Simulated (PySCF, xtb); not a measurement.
C2H4BN3, SMILES N1B(N=CC=1)N.

GFN2-xTB in xtb at its own geometry gives an orbital gap of 1.48 eV and a dipole moment of 1.09 D.

Coordinates come from a B3LYP-D3(BJ)/def2-SVP optimisation. This is a generated structure with no PubChem entry under its InChIKey; it may be hypothetical. The values are those of a single conformer.

Question: What does PBE/def2-TZVP run with PySCF give? (An estimate is asked for; the answer gives what the named calculation found.)

Answer: gap 2.53 eV (levels -5.99 and -3.46 eV), dipole 0.71 D.
